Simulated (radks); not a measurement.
The numbers below are computed, except where a source is named.
Effect of the nuclear size on the hafnium ion Hf+, [Xe] 4f14 5d1 6s2. Level of theory: Dirac Kohn-Sham, exchange-only LDA, spin-unpolarised, spherical densities, finite nucleus; open shells fill j = l - 1/2 first; Fermi nuclear charge, rms radius 5.347 fm (a radial shooting solver on a logarithmic mesh with Libxc functionals). The rms radius is varied about that value; shifts are against it.

rms radius (fm),total energy shift (eV),density at nucleus (e/bohr^3),1s1/2 shift (meV),2s1/2 shift (meV),5p1/2 shift (meV),6s1/2 shift (meV),5d3/2 shift (meV),6p1/2 (empty) shift (meV),7s1/2 (empty) shift (meV)
4.438,-15.2,1.279e+06,-6190,-855,0.682,-0.575,0.573,0.229,-0.076
5.0743,-4.76,1.225e+06,-1940,-268,0.213,-0.180,0.179,0.072,-0.024
5.347,0,1.204e+06,0.000,0.000,0.000,0.000,0.000,0.000,0.000
5.5769,4.14,1.187e+06,1690,233,-0.186,0.157,-0.156,-0.062,0.021
6.2881,17.7,1.142e+06,7200,996,-0.792,0.669,-0.667,-0.266,0.088

Slopes of the eigenvalues against <r^2> in GHz/fm^2, as finite differences over the two radii next to the reference (eigenvalue slopes, not the field-shift constants of lines): 1s1/2 164000, 2s1/2 22600, 5p1/2 -18.0, 6s1/2 15.2, 5d3/2 -15.2, 6p1/2 (empty) -6.05, 7s1/2 (empty) 2.01.
